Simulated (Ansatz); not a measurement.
**Counterpoise correction, worked out**

The pair of HCl (SMILES Cl, atoms 1–2) and Si2H6O7 (SMILES O[Si](O)(O)O[Si](O)(O)O, atoms 3–17), both closed shells, in one local arrangement (a lower one may exist), relaxed at PBE0-D4/def2-TZVP:

Cl1  (0.680, -1.619, -3.667)
H2  (0.672, -0.522, -2.950)
O3  (0.718, 0.621, -1.573)
Si4  (1.181, -0.242, -0.241)
O5  (2.795, -0.312, -0.212)
O6  (0.564, -1.751, -0.261)
O7  (0.536, 0.462, 1.074)
Si8  (-1.047, 0.638, 1.422)
O9  (-1.636, 1.330, 0.053)
O10  (-1.328, 1.639, 2.663)
O11  (-1.713, -0.806, 1.765)
H12  (-0.127, 1.074, -1.438)
H13  (3.283, 0.489, -0.405)
H14  (0.661, -2.249, -1.079)
H15  (-2.570, 1.544, 0.023)
H16  (-1.334, 1.254, 3.541)
H17  (-1.334, -1.550, 1.285)
(Å)

Program: Ansatz 0.2.0. Basis: def2-TZVPPD. Cores are frozen in the correlated methods.

CCSD(T) total energies in eV:

| system | geometry | basis functions | energy |
| --- | --- | --- | --- |
| pair | pair | all | -42680.78447 |
| HCl | as in the pair | all (partner as ghosts) | -12526.33125 |
| Si2H6O7 | as in the pair | all (partner as ghosts) | -30154.19024 |
| HCl | as in the pair | its own | -12526.30125 |
| Si2H6O7 | as in the pair | its own | -30154.16728 |
| HCl | free (PBE0-D4 minimum) | its own | -12526.32008 |
| Si2H6O7 | free (PBE0-D4 minimum) | its own | -30154.19924 |

Q: Work out the interaction energy with and without the counterpoise correction, the superposition error, and the binding energy from the relaxed fragments.

A: Without correction: -42680.78447 − (-12526.30125) − (-30154.16728) = -0.31594 eV.
With correction (each fragment in the whole basis): -42680.78447 − (-12526.33125) − (-30154.19024) = -0.26298 eV = -6.06 kcal/mol.
The superposition error is the difference, 0.05296 eV, 17 % of the uncorrected value: each fragment borrows its partner's functions.
Deformation from the free shapes: 0.01883 eV for HCl and 0.03196 eV for Si2H6O7.
Binding energy from relaxed fragments: -0.26298 + 0.01883 + 0.03196 = -0.21219 eV = -4.89 kcal/mol (electronic, without zero-point energy; negative means bound). For comparison, the corrected interaction energy by CCSD(T) at an estimated basis limit (MP2 extrapolated from triple and quadruple zeta, plus CCSD(T) − MP2 in triple zeta) is -0.307 eV; triple zeta with the correction binds less.

The T1 diagnostic stays at or below 0.013.

For scale, one of the runs: CCSD(T)/def2-TZVPPD, 546 basis functions, launched by `ansatz run in.yaml --threads 11 --pin off --events-out ev --progress --plain --max-ram 110592MiB --backend cuda --devices 0, --max-vram 75GiB`. Time: 40 s of wall clock on 11 CPU threads of an AMD EPYC 7R13 and one NVIDIA H100; the host was shared. Peak host memory: 1.3 GiB.
